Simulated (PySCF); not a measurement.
# Exercise with solution: dipole moment from atomic charges

In(OH)(SH)2 (H3InOS2), SMILES [OH][In]([SH])[SH]. Atoms are numbered in the order given.

```xyz
7

In     0.2293    -0.0049     0.0000
O      2.2342    -0.0171     0.0000
H      2.6121     0.8737     0.0000
S     -1.0341     2.0650     0.0000
H      0.0807     2.8345     0.0000
S     -0.8243    -2.1710     0.0000
H     -2.0686    -1.6356     0.0000
```
Charge 0, spin multiplicity 1.

Geometry optimised at B3LYP-D3(BJ)/def2-SVP. The def2 effective core potentials stand for the cores of In; spin–orbit coupling is left out. One conformer was computed; it need not be the lowest.

Charges (e) from PySCF with PBE/def2-TZVP:

| atom | Mulliken | ESP fit |
|---|---|---|
| In1 | 0.720 | 0.529 |
| O2 | -0.585 | -0.548 |
| H3 | 0.298 | 0.313 |
| S4 | -0.383 | -0.366 |
| H5 | 0.162 | 0.182 |
| S6 | -0.382 | -0.285 |
| H7 | 0.169 | 0.175 |

The dipole moment of the full density is 1.78 D.

What dipole moment does each set of point charges give, and which comes closer to that of the density?


μ = Σ q r, and 1 e Å = 4.8032 D.
Mulliken: Σ q r = (0.011, 0.488, 0.000) e Å, |μ| = 2.34 D.
ESP fit: Σ q r = (-0.019, 0.373, 0.000) e Å, |μ| = 1.79 D.
ESP fit comes closer in size. Point charges leave out the atoms' own dipoles (lone pairs, polarised bonds); fits to the potential absorb them, partitions of the density don't.
